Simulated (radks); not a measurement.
Values are calculated unless marked as measured or tabulated.
Effect of the nuclear size on neutral titanium, [Ar] 3d2 4s2. Level of theory: Dirac Kohn-Sham, exchange-only LDA, spin-unpolarised, spherical densities, finite nucleus; open shells fill j = l - 1/2 first; Fermi nuclear charge, rms radius 3.5921 fm (a radial shooting solver on a logarithmic mesh with Libxc functionals). The rms radius is varied about that value; shifts are against it.

rms radius (fm)	total energy shift (eV)	density at nucleus (e/bohr^3)	1s1/2 shift (meV)	2s1/2 shift (meV)	3s1/2 shift (meV)
3.1862	-0.0104	8473	-4.38	-0.363	-0.047
3.3514	-0.00628	8460	-2.66	-0.220	-0.029
3.5921	0	8442	0.000	0.000	0.000
3.7358	0.00395	8432	1.67	0.139	0.018
4.1345	0.0157	8406	6.64	0.551	0.071

Slopes of the eigenvalues against <r^2> in GHz/fm^2, as finite differences over the two radii next to the reference (eigenvalue slopes, not the field-shift constants of lines): 1s1/2 384, 2s1/2 31.9, 3s1/2 4.13.
